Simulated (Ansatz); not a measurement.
`[CH3][Mg][F]` + CH₃SH → `C[S][Mg][F]` + CH₄ at 298.15 K and 1 bar (ligand exchange at a Mg–C bond).

Gas-phase electronic energies from Ansatz, PBE0-D4/def2-TZVP geometries. CBS: MP2 limit from def2 TZ/QZ plus the TZ coupled-cluster correction, frozen cores. This one scheme is used for every species. For Mg outer-core shells are correlated without core-valence functions, which leaves a few kJ/mol of doubt a bond. One conformer a species, not always the lowest.

| species | CCSD(T)/CBS energy (Eh) | H − E (kJ/mol) | S (J/(mol·K)) |
| --- | --- | --- | --- |
| `[CH3][Mg][F]` | -339.61123 | 110.9 | 277.3 |
| CH₃SH | -438.22835 | 133.0 | 253.2 |
| `C[S][Mg][F]` | -737.42523 | 126.2 | 337.3 |
| CH₄ | -40.46206 | 127.4 | 186.2 |

H − E and S are ideal-gas, rigid-rotor, harmonic terms from PBE0-D4/def2-TZVP, for one conformer and one mirror image of each species. 1 Eh = 2625.50 kJ/mol, R = 8.31446 J/(mol·K).

Task: By hand: ΔE, ΔH, ΔS and ΔG.

Result: ΔE = (-737.42523) + (-40.46206) − (-339.61123) − (-438.22835) = -0.04771 Eh = -125.3 kJ/mol. Δ(H − E) = 126.2 + 127.4 − 110.9 − 133.0 = 9.7, so ΔH = -115.6 kJ/mol. ΔS = 337.3 + 186.2 − 277.3 − 253.2 = -7.0 J/(mol·K). ΔG = -115.6 − 298.15 × (-7.0)/1000 = -113.5 kJ/mol.

Task: By hand: the equilibrium constant, and the temperature at which ΔG would vanish if ΔH and ΔS stayed fixed.

Result: log₁₀ K = −ΔG/(RT ln 10) = 19.9. ΔG = 0 at ΔH/ΔS = 16514 K, far beyond where these terms or the molecules hold.

The number of gas molecules stays the same, so ΔS is small and ΔH decides. A doubt of 5 kJ/mol in ΔE shifts log₁₀ K by 0.9 here. Other conformers and mirror images would add mixing entropy, several J/(mol·K) or more a flexible species. These are equilibria of isolated gas molecules and say nothing of rates. Largest T1 diagnostic: 0.011 (customary marks: 0.02 for closed shells, 0.045 for open ones).
